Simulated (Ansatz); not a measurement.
Coupled-cluster run, BH9Si3 (`[SiH3]B([SiH3])[SiH3]`).

```yaml
crystal:
  periodic: [false, false, false]
  atoms:
    - {symbol: Si, position_ang: [-0.843599, 1.644482, -0.788084]}
    - {symbol: B, position_ang: [-0.030663, 0.020567, 0.048133]}
    - {symbol: Si, position_ang: [1.400090, 0.148190, 1.439087]}
    - {symbol: Si, position_ang: [-0.587445, -1.785958, -0.602675]}
    - {symbol: H, position_ang: [-2.208742, 1.408037, -1.334501]}
    - {symbol: H, position_ang: [-0.881056, 2.848158, 0.086494]}
    - {symbol: H, position_ang: [0.063635, 1.936485, -1.941207]}
    - {symbol: H, position_ang: [1.482678, -1.051965, 2.317046]}
    - {symbol: H, position_ang: [2.662443, 0.212844, 0.638734]}
    - {symbol: H, position_ang: [1.334293, 1.362927, 2.296734]}
    - {symbol: H, position_ang: [0.453572, -2.840820, -0.459565]}
    - {symbol: H, position_ang: [-1.720072, -2.130195, 0.313253]}
    - {symbol: H, position_ang: [-1.104639, -1.807651, -1.998751]}
basis:
  gaussian: {orbitals: def2-SVP}
correlation: {method: ccsd_t}
```

```sh
$ ansatz run in.yaml --threads 4 --pin off --events-out ev --progress --plain --max-ram 10444MiB
```

Log, shortened:

```
Functional definition: HF
1104 factors; integrals over basis functions are off by at most 1.2e-3 eV
mean field evaluation 1: about -24389.4726 eV, gradient 1.8e1 eV
mean field evaluation 2: about -24389.4822 eV, gradient 1.8e1 eV
mean field evaluation 4: about -24391.5365 eV, gradient 6.3e-1 eV
mean field evaluation 8: about -24391.5405 eV, gradient 1.8e-4 eV
mean field -24391.54051260 eV, -896.3725806581 hartree, gradient 6.2e-7 eV, S^2 0.000000; 0 other end points of the search recorded, 0 dependent functions left out
16 core orbitals not correlated: weight in the atoms' cores, before any rotation towards them, 1.000 or more for the frozen orbitals, at most 0.000 for the correlated occupied ones
reference -24391.54051260 eV, -896.3725806581 hartree; 12, 12 occupied and 85, 85 virtual orbitals, 1104 factors
second order -10.58286854 eV of doubles, -0.00000000 eV of singles
cycle   1  -12.25041487 eV  change    -1.7e0 eV  update   9.9e-2
cycle   2  -12.83529190 eV  change   -5.8e-1 eV  update   3.3e-2
cycle   3  -12.87672845 eV  change   -4.1e-2 eV  update   1.1e-2
cycle   4  -12.87084517 eV  change    5.9e-3 eV  update   4.6e-3
cycle   5  -12.86888792 eV  change    2.0e-3 eV  update   1.6e-3
cycle   6  -12.86886329 eV  change    2.5e-5 eV  update   6.0e-4
cycle   7  -12.86893366 eV  change   -7.0e-5 eV  update   1.7e-4
cycle   8  -12.86898243 eV  change   -4.9e-5 eV  update   5.3e-5
cycle   9  -12.86898643 eV  change   -4.0e-6 eV  update   1.4e-5
perturbative correction -0.35553149 eV, -0.0130655414 hartree
Total energy: -24404.76503053 eV, -896.8585727281 hartree
```

It took 2.7 s on 4 threads of an Arm Neoverse V2 on a shared host, with 0.52 GiB of host memory at the peak.

MP2 recovers 80.0 % of the CCSD(T) correlation energy and the triples give 2.7 %; T1 = 0.0140.
